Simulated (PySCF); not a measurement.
Molecule: SMILES [OH][Be][Si](C)(C)C, singlet. Atoms near the plane z = 0.0 Å, at the GFN2-xTB optimised geometry (x, y, z in Å): Be1 (-1.1, 0.4, 0.0), O2 (-1.7, 1.7, 0.0), H3 (-2.1, 2.5, 0.0), Si4 (-0.2, -1.5, 0.0), C6 (1.7, -1.5, 0.0), H11 (2.1, -1.0, 0.9), H12 (2.1, -1.0, -0.9), H13 (2.1, -2.5, 0.0).

Calculation: CAM-B3LYP/def2-TZVP in PySCF. Cells within 0.4 Å of a nucleus heavier than hydrogen are left out (blank, or x). The values are rescaled to run from 0 to 1.

```
|222222333222222111111111111|
|222233333322222111111111111|
|222333444332221111111111111|
|222344565432211111111111111|
|223346899642111111111111111|
|223357999942111111111111111|
|222348999941001111111111111|
|222236999990001111111111111|
|22222399xx93011111111111111|
|11111049xx99532221111111111|
|111100099999974221111111111|
|1111001699x9995321111111111|
|1111113999xx995321111111111|
|111112499999995321111001111|
|111122469999999645531000111|
|111122346999999999993100011|
|111122235999999999997100011|
|111122235999xx999xx99100011|
|111112224999999999998100011|
|111111223699999999999200011|
|111111112359999549999311111|
|111111111123443225996211111|
|111111111111121112443211111|
|111111111001111111222111111|
|111111111001111111111111111|
|111111111111111111111111111|
|111111111111111111111111111|
```
Scale: ten equal steps from 0.000 (start of '0') to 1.00 (end of '9'), in the order '0123456789'; x runs from -5.00 to 5.00, y from -5.00 (bottom) to 5.00 (top).

Q: Which quantity is mapped?
A. Laplacian of the electron density
B. log10 of the electron density
C. an orbital amplitude
D. electrostatic potential

A: D, electrostatic potential. In full: electrostatic potential (hartree/e), clipped to [-0.08, 0.12].
